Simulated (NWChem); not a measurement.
# SiH2S, singlet; SMILES [SiH]S

```xyz
4

Si     0.1026     1.1693     0.0000
H     -1.4425     1.2511     0.0000
S     -0.0635    -0.9728     0.0000
H      1.2740    -1.2557     0.0000
```
Atoms are numbered in this order, from 1.

Results from NWChem. Low-valent species are run as closed-shell singlets; no triplet was tried in these runs. All runs use the structure optimised with PBE-D3(BJ)/def2-SVP. B3LYP is NWChem's, with the RPA form of VWN correlation. Level: B3LYP/def2-SVP with SMD (1 M gas to 1 M solution), gas-phase geometry. Reactions with the solvent are ignored.

Question: Order these by “solvation free energy (kcal/mol)”, lowest first: dichloromethane; toluene; ethylene glycol; water.

Answer: dichloromethane (-3.4), toluene (-2.9), ethylene glycol (-2.1), water (-1.0)
